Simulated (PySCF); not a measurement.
From computed data to an observable: oscillator strength and radiative lifetime

Si(NH2)(SiH3) (H5NSi2), SMILES N[Si][SiH3] (connectivity only; charge and spin as stated), neutral, multiplicity 1.

Geometry optimised at r2SCAN-D4/def2-TZVP. One conformer was computed; it need not be the lowest.

TDA-ωB97X/def2-SVPD (PySCF) puts the first singlet state with f over 0.02 at 5.22 eV (vertical), with the transition dipole (0.230, -0.970, 0.000) in atomic units.

Find the oscillator strength, the wavelength and the radiative lifetime that this transition would have in vacuum if emission retraced absorption.


|μ|² = 0.9938 au, so |μ| = 2.53 D. ΔE = 5.22/27.211 = 0.1918 hartree. f = (2/3) ΔE |μ|² = 0.127 (the program prints 0.127).
λ = 1239.84/5.22 = 238 nm; ν = 42102 cm⁻¹.
Einstein's coefficient A = 0.6670 ν² f s⁻¹ (ν in cm⁻¹) = 1.5e8 s⁻¹, so τ = 1/A = 6.7 ns. This state is S2; the lower singlet has f = 0.012. The figure is the radiative limit of this one transition; relaxation, internal conversion, crossing to triplets and a medium change what is measured.
